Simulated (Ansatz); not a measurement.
# Reading a saddle point

A first-order saddle point of Si$_{2}$H$_{8}$Cl$_{2}$O$_{3}$, singlet, PBE0-D4/def2-TZVP, with one imaginary mode of 1089i cm⁻¹:

```tsv
atom	x (Å)	y (Å)	z (Å)
Si1	-0.8506	0.6622	-0.4753
Si2	0.8137	-1.2672	-0.8980
Cl3	-1.8179	-0.5496	-1.9648
Cl4	-2.5657	0.8527	0.7027
O5	-0.5204	1.8685	-1.5384
H6	0.2306	0.1510	1.8333
O7	0.1897	1.2933	0.8330
H8	0.0246	-0.9189	0.7195
O9	0.1083	-0.8612	1.9739
H10	2.0747	-1.4608	-0.1045
H11	0.2536	-2.6013	-1.2016
H12	1.2006	-0.5010	-2.1055
H13	0.1165	2.5066	-1.2092
H14	-0.2204	2.0711	1.2282
H15	0.9629	-1.2455	2.2066
```

Ansatz 0.2.0; basis: def2-TZVPP and def2-QZVPP; cores frozen in the correlated methods. Extrapolation: Hartree–Fock as exp(−7.88 √X), correlation as X^−2.97.

**Question.** Which contacts change along the imaginary mode, and what lies on either side? (Judge from chemistry; the calculation decides.)

**Answer.** By the calculation: The step is Si₂H₄Cl₂O ([OH][Si]([SiH3])([Cl])[Cl]) + H₂O + H₂O → SiH₂Cl₂O₂ ([OH][Si]([OH])([Cl])[Cl]) + SiH₄ + H₂O, with the molecules in contact on both sides. Shortening one way: Si1–O7, Si2–H8, H6–O9; lengthening the same way: Si1–Si2, H6–O7, H8–O9.
```json
{"pair": "Si1–O7", "one side (Å)": "3.63", "saddle (Å)": "1.79", "other side (Å)": "1.61"}
{"pair": "Si2–H8", "one side (Å)": "3.96", "saddle (Å)": "1.83", "other side (Å)": "1.49"}
{"pair": "H6–O9", "one side (Å)": "1.76", "saddle (Å)": "1.03", "other side (Å)": "0.96"}
{"pair": "Si1–Si2", "one side (Å)": "2.33", "saddle (Å)": "2.58", "other side (Å)": "4.74"}
{"pair": "H6–O7", "one side (Å)": "0.98", "saddle (Å)": "1.52", "other side (Å)": "3.16"}
{"pair": "H8–O9", "one side (Å)": "0.97", "saddle (Å)": "1.26", "other side (Å)": "2.91"}
```

**Question.** Which side is lower, and how far does the saddle lie above each? (An estimate is asked for; the value comes from the calculation.)

**Answer.** By the calculation: The side with Si1–O7, Si2–H8, H6–O9 short is lower by 83.7 kJ/mol; the saddle lies 321.2 kJ/mol above it and 237.5 kJ/mol above the other (CCSD(T) at an estimated basis limit (MP2 extrapolated from triple and quadruple zeta, plus CCSD(T) − MP2 in triple zeta); electronic energies).

The T1 diagnostic stays at or below 0.012.

Labels in which every atom is bracketed show which atoms are joined, not bond orders.

For scale, one of the runs: CCSD(T)/def2-TZVPP, 373 basis functions, launched by `ansatz run in.yaml --threads 4 --pin off --events-out ev --progress --plain --max-ram 66560MiB --backend cuda --devices 0, --max-vram 37GiB`. Hardware: 4 CPU threads of an AMD EPYC 7R13 and a share of one NVIDIA H100, shared host. Wall time 25 s; peak host memory 0.85 GiB.
